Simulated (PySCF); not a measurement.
1,1,1,2-tetrafluoroethane (C2H2F4), SMILES FC(F)(F)CF. Atoms are numbered in the order given.

```xyz
8

F      0.1603     1.9605     0.0000
C     -0.7378     0.9237     0.0000
C     -0.0027    -0.4120     0.0000
F      0.7773    -0.5513     1.0902
F      0.7773    -0.5513    -1.0902
F     -0.9145    -1.4139     0.0000
H     -1.3799     0.9672     0.9063
H     -1.3799     0.9672    -0.9063
```

Coordinates come from a PBE-D3(BJ)/def2-SVP optimisation.

Calculation: M06-2X/def2-TZVP (PySCF).

Symmetry labels are those of the subgroup Cs that the program uses (full group Cs).

Computed valence orbital energies around the gap with their symmetry:
```csv
orbital,symmetry,energy (eV)
HOMO−7,A',-15.83
HOMO−6,A",-15.79
HOMO−5,A',-15.12
HOMO−4,A',-14.80
HOMO−3,A",-14.80
HOMO−2,A",-14.37
HOMO−1,A",-12.58
HOMO,A',-12.34
LUMO,A',1.86
LUMO+1,A',2.46
LUMO+2,A",3.03
LUMO+3,A',4.30
```
